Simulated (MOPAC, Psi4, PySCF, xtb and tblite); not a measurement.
Torsional profile of SMILES C(C(C)(C)C)Cc1occc1 (C10H16O). Scanned: dihedral C5–C6–C7–O11; all other coordinates were relaxed at GFN2-xTB. Points at φ and −φ are mirror images. Heavy atoms are numbered in the order of the SMILES CC(C)(C)CCc1ccco1, hydrogens after them in the order of the atoms that carry them; the mirror image has the same energies with the sign of each dihedral reversed.

Levels of theory: PM7, restricted, heats of formation // GFN2-xTB (MOPAC); GFN2-xTB (xtb and tblite); RKS-B3LYP/6-31G* = restricted B3LYP/6-31G*, spherical d, density fitting // GFN2-xTB in PySCF 2.14.0; PBE-D3(BJ)/def2-SVP // GFN2-xTB (Psi4).

Energies relative to the lowest point of each profile, in kcal/mol; the last columns give the difference from PBE-D3(BJ):

```csv
φ / °,PM7,GFN2-xTB,RKS-B3LYP/6-31G*,PBE-D3(BJ)/def2-SVP,PM7 − PBE-D3(BJ)/def2-SVP,GFN2-xTB − PBE-D3(BJ)/def2-SVP,RKS-B3LYP/6-31G* − PBE-D3(BJ)/def2-SVP
-165,0.16,0.60,0.34,0.15,0.00,0.44,0.19
-150,0.15,0.59,0.62,0.51,-0.36,0.08,0.11
-135,0.12,0.49,0.86,0.79,-0.67,-0.30,0.07
-120,0.07,0.30,0.91,0.88,-0.81,-0.58,0.03
-105,0.02,0.13,0.77,0.77,-0.75,-0.64,0.00
-90,0.00,0.02,0.42,0.42,-0.42,-0.41,0.00
-75,0.02,0.00,0.07,0.12,-0.11,-0.12,-0.05
-60,0.10,0.13,0.00,0.01,0.09,0.12,-0.01
-45,0.25,0.43,0.38,0.34,-0.09,0.09,0.04
-30,0.40,0.78,1.09,0.95,-0.55,-0.17,0.14
-15,0.46,1.05,1.76,1.54,-1.08,-0.49,0.21
0,0.48,1.15,2.03,1.77,-1.29,-0.62,0.26
15,0.46,1.05,1.76,1.54,-1.08,-0.49,0.21
30,0.40,0.78,1.09,0.95,-0.55,-0.17,0.14
45,0.25,0.43,0.38,0.34,-0.09,0.09,0.04
60,0.10,0.13,0.00,0.01,0.09,0.12,-0.01
75,0.02,0.00,0.07,0.12,-0.11,-0.12,-0.05
90,0.00,0.02,0.42,0.42,-0.42,-0.41,0.00
105,0.02,0.13,0.77,0.77,-0.75,-0.64,0.00
120,0.07,0.30,0.91,0.88,-0.81,-0.58,0.03
135,0.12,0.49,0.86,0.79,-0.67,-0.30,0.07
150,0.15,0.59,0.62,0.51,-0.36,0.08,0.11
165,0.16,0.60,0.34,0.15,0.00,0.44,0.19
180,0.16,0.59,0.21,0.00,0.16,0.59,0.21
```

PM7 is furthest from PBE-D3(BJ)/def2-SVP at 0 (-1.29 kcal/mol, below); its mean absolute difference over the points is 0.47 kcal/mol.

GFN2-xTB is furthest from PBE-D3(BJ)/def2-SVP at -105 (-0.64 kcal/mol, below); its mean absolute difference over the points is 0.34 kcal/mol.

RKS-B3LYP/6-31G* is furthest from PBE-D3(BJ)/def2-SVP at 0 (0.26 kcal/mol, above); its mean absolute difference over the points is 0.09 kcal/mol.
